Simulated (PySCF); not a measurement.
Broadened absorption spectrum of bis(dimethylamino)methane

Bis(dimethylamino)methane, C₅H₁₄N₂.
SMILES: `CN(C)CN(C)C`

Method: TDDFT PBE0/def2-SVPD, vertical, gas phase, core orbitals frozen in the response in PySCF. Geometry: GFN2-xTB, one conformer, isolated molecule. Torsions of this conformer, `[CH3:1][N:2]([CH3:3])[CH2:4][N:5]([CH3:6])[CH3:7]`: C1–N2–C4–N5 64°, N2–C4–N5–C6 -170°.

Broadening: Gaussians 0.5 eV wide at half height, area fixed by f = 4.319×10⁻⁹ ∫ε dν̃. The width is an assumption, not a result. The curve ends short of the highest state used, and states not computed would add to its high-energy end.

```json
{"λ (nm)": "199.8", "ε (L mol⁻¹ cm⁻¹)": "2273"}
{"λ (nm)": "200.5", "ε (L mol⁻¹ cm⁻¹)": "2324"}
{"λ (nm)": "201.3", "ε (L mol⁻¹ cm⁻¹)": "2396"}
{"λ (nm)": "202.0", "ε (L mol⁻¹ cm⁻¹)": "2467"}
{"λ (nm)": "202.8", "ε (L mol⁻¹ cm⁻¹)": "2555"}
{"λ (nm)": "203.6", "ε (L mol⁻¹ cm⁻¹)": "2643"}
{"λ (nm)": "204.3", "ε (L mol⁻¹ cm⁻¹)": "2717"}
{"λ (nm)": "205.1", "ε (L mol⁻¹ cm⁻¹)": "2793"}
{"λ (nm)": "205.8", "ε (L mol⁻¹ cm⁻¹)": "2847"}
{"λ (nm)": "206.6", "ε (L mol⁻¹ cm⁻¹)": "2893"}
{"λ (nm)": "207.4", "ε (L mol⁻¹ cm⁻¹)": "2917"}
{"λ (nm)": "208.1", "ε (L mol⁻¹ cm⁻¹)": "2919"}
{"λ (nm)": "208.9", "ε (L mol⁻¹ cm⁻¹)": "2898"}
{"λ (nm)": "209.6", "ε (L mol⁻¹ cm⁻¹)": "2858"}
{"λ (nm)": "210.4", "ε (L mol⁻¹ cm⁻¹)": "2791"}
{"λ (nm)": "211.2", "ε (L mol⁻¹ cm⁻¹)": "2700"}
{"λ (nm)": "211.9", "ε (L mol⁻¹ cm⁻¹)": "2603"}
{"λ (nm)": "212.7", "ε (L mol⁻¹ cm⁻¹)": "2475"}
{"λ (nm)": "213.4", "ε (L mol⁻¹ cm⁻¹)": "2351"}
{"λ (nm)": "214.2", "ε (L mol⁻¹ cm⁻¹)": "2198"}
{"λ (nm)": "215.0", "ε (L mol⁻¹ cm⁻¹)": "2037"}
{"λ (nm)": "215.7", "ε (L mol⁻¹ cm⁻¹)": "1892"}
{"λ (nm)": "216.5", "ε (L mol⁻¹ cm⁻¹)": "1725"}
{"λ (nm)": "217.2", "ε (L mol⁻¹ cm⁻¹)": "1580"}
{"λ (nm)": "218.0", "ε (L mol⁻¹ cm⁻¹)": "1418"}
{"λ (nm)": "218.8", "ε (L mol⁻¹ cm⁻¹)": "1263"}
{"λ (nm)": "219.5", "ε (L mol⁻¹ cm⁻¹)": "1133"}
{"λ (nm)": "220.3", "ε (L mol⁻¹ cm⁻¹)": "994"}
{"λ (nm)": "221.0", "ε (L mol⁻¹ cm⁻¹)": "881"}
{"λ (nm)": "221.8", "ε (L mol⁻¹ cm⁻¹)": "762"}
{"λ (nm)": "222.6", "ε (L mol⁻¹ cm⁻¹)": "654"}
{"λ (nm)": "223.3", "ε (L mol⁻¹ cm⁻¹)": "569"}
{"λ (nm)": "224.1", "ε (L mol⁻¹ cm⁻¹)": "482"}
{"λ (nm)": "224.8", "ε (L mol⁻¹ cm⁻¹)": "414"}
{"λ (nm)": "225.6", "ε (L mol⁻¹ cm⁻¹)": "346"}
{"λ (nm)": "226.4", "ε (L mol⁻¹ cm⁻¹)": "288"}
{"λ (nm)": "227.1", "ε (L mol⁻¹ cm⁻¹)": "243"}
{"λ (nm)": "227.9", "ε (L mol⁻¹ cm⁻¹)": "199"}
{"λ (nm)": "228.6", "ε (L mol⁻¹ cm⁻¹)": "167"}
{"λ (nm)": "229.4", "ε (L mol⁻¹ cm⁻¹)": "135"}
{"λ (nm)": "230.2", "ε (L mol⁻¹ cm⁻¹)": "109"}
{"λ (nm)": "230.9", "ε (L mol⁻¹ cm⁻¹)": "90"}
{"λ (nm)": "231.7", "ε (L mol⁻¹ cm⁻¹)": "72"}
{"λ (nm)": "232.4", "ε (L mol⁻¹ cm⁻¹)": "59"}
{"λ (nm)": "233.2", "ε (L mol⁻¹ cm⁻¹)": "46"}
{"λ (nm)": "234.0", "ε (L mol⁻¹ cm⁻¹)": "36"}
{"λ (nm)": "234.7", "ε (L mol⁻¹ cm⁻¹)": "29"}
{"λ (nm)": "235.5", "ε (L mol⁻¹ cm⁻¹)": "23"}
{"λ (nm)": "236.2", "ε (L mol⁻¹ cm⁻¹)": "18"}
{"λ (nm)": "237.0", "ε (L mol⁻¹ cm⁻¹)": "14"}
{"λ (nm)": "237.8", "ε (L mol⁻¹ cm⁻¹)": "11"}
{"λ (nm)": "238.5", "ε (L mol⁻¹ cm⁻¹)": "8"}
{"λ (nm)": "239.3", "ε (L mol⁻¹ cm⁻¹)": "6"}
{"λ (nm)": "240.0", "ε (L mol⁻¹ cm⁻¹)": "5"}
{"λ (nm)": "240.8", "ε (L mol⁻¹ cm⁻¹)": "4"}
{"λ (nm)": "241.6", "ε (L mol⁻¹ cm⁻¹)": "3"}
```

Problem. Locate the maxima and give the states behind the curve.

Solution. 208 nm (5.97 eV), ε about 2900, made up of S1 (39%) and S2 (57%) (ε in L mol⁻¹ cm⁻¹; maxima over ε = 5, shares over 10%). The states used: S1 5.88 eV (f 0.023); S2 5.99 eV (f 0.031); S3 6.47 eV (f 0.034); S4 6.58 eV (f 0.0010); S5 6.76 eV (f 0.013); S6 6.81 eV (f 0.022).

Problem. On this curve, what absorbance would a 10⁻⁴ mol/L sample give at 222 nm over a 1 cm path?

Solution. 222 nm is 5.585 eV, where ε is about 730 L mol⁻¹ cm⁻¹, so A = ε c l ≈ 0.073 (Beer–Lambert, with the gas-phase spectrum and the assumed width).

Problem. Coming from long wavelengths, where does ε first pass 100 L mol⁻¹ cm⁻¹?

Solution. At about 231 nm (5.38 eV), 0.50 eV below S1.

Problem. What would ε be at 5.97 eV, the highest of these maxima, with half the width (0.25 eV)?

Solution. About 5070 L mol⁻¹ cm⁻¹ against 2920, a factor of about 1.7; a lone state at its own centre would give exactly 2.
